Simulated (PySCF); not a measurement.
Gas-phase reaction: SnHCl₃ ⇌ SnCl₃ + H

Method: PySCF energies plus ideal-gas RRHO corrections (1 bar). † marks an energy on the PBE0/def2-TZVP geometry and frequencies; other levels use their own. MP2 freezes the core. Open shells (unrestricted): SnCl₃ (multiplicity 2), H (multiplicity 2); the rest are closed-shell singlets. B3LYP is the form with VWN-RPA correlation. Sn: scalar-relativistic def2 core potential, no spin-orbit coupling. SnHCl₃, SnCl₃: computed as isolated molecules; such fragments, hydroxides, amides, oligomers or adducts are transient or little studied in the gas. MP2 isn't extrapolated to the basis-set limit; its ΔH°(298 K) is 276.9 kJ in def2-SVP and 288.4 kJ in def2-TZVPP. The harmonic model lacks anharmonicity and excited electronic states, which grow with temperature; levels with a mode under 35 cm⁻¹ are left out. Soft modes under 120 cm⁻¹ make the harmonic entropy rough for SnHCl₃, SnCl₃.

```json
[
 {"level": "B3LYP/def2-TZVP†", "ΔE electronic, kJ": "285", "ΔH°(298 K), kJ": "272", "ΔS°(298 K), J/K": "120", "ΔG°(600 K), kJ": "198"},
 {"level": "BLYP/def2-TZVP†", "ΔE electronic, kJ": "268", "ΔH°(298 K), kJ": "254", "ΔS°(298 K), J/K": "120", "ΔG°(600 K), kJ": "181"},
 {"level": "MP2/def2-TZVPP†", "ΔE electronic, kJ": "302", "ΔH°(298 K), kJ": "288", "ΔS°(298 K), J/K": "120", "ΔG°(600 K), kJ": "215"},
 {"level": "PBE/def2-TZVP†", "ΔE electronic, kJ": "273", "ΔH°(298 K), kJ": "259", "ΔS°(298 K), J/K": "120", "ΔG°(600 K), kJ": "186"},
 {"level": "PBE0/def2-SVP†", "ΔE electronic, kJ": "284", "ΔH°(298 K), kJ": "270", "ΔS°(298 K), J/K": "120", "ΔG°(600 K), kJ": "197"},
 {"level": "PBE0/def2-TZVP", "ΔE electronic, kJ": "287", "ΔH°(298 K), kJ": "274", "ΔS°(298 K), J/K": "120", "ΔG°(600 K), kJ": "200"},
 {"level": "r2SCAN/def2-TZVP†", "ΔE electronic, kJ": "286", "ΔH°(298 K), kJ": "273", "ΔS°(298 K), J/K": "120", "ΔG°(600 K), kJ": "199"},
 {"level": "ωB97M-V/def2-TZVP†", "ΔE electronic, kJ": "305", "ΔH°(298 K), kJ": "291", "ΔS°(298 K), J/K": "120", "ΔG°(600 K), kJ": "218"}
]
```
ΔH° is lowest at BLYP/def2-TZVP† and highest at ωB97M-V/def2-TZVP†. No reference value is set beside these.
